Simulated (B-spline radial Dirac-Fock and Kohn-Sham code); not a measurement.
## Relativistic shifts of the levels of Yb³⁵⁺

System: the Yb³⁵⁺ ion in the configuration [Ar] 3d10 4s2 4p5.

Both columns are ΔSCF binding energies of the configuration average from a radial B-spline solver: non-relativistic Hartree-Fock with a point nucleus, and Dirac-Fock with a finite nucleus and the Coulomb interaction alone, averaged over the two j levels with weights 2j+1.

```
shell  Hartree-Fock (eV)  Dirac-Fock (eV)  shift (eV)  shift (%)
   1s            58688.7          63120.8    +4432.18      +7.55
   2s            10858.6          12026.8    +1168.21     +10.76
   3s             3556.1           3850.9     +294.83      +8.29
   3d             3006.5           2994.5      -12.00      -0.40
   4s             1640.5           1736.5      +95.96      +5.85
   4p             1552.6           1591.0      +38.31      +2.47
```

Relativity binds 1s, 2s, 3s, 4s, 4p more strongly, among those listed most of all 2s in relative terms, and 3d more weakly, because the contracted s and p shells screen the nucleus better.

Values without a named source are computed, but for edge energies of neutral atoms, which are taken from tables.
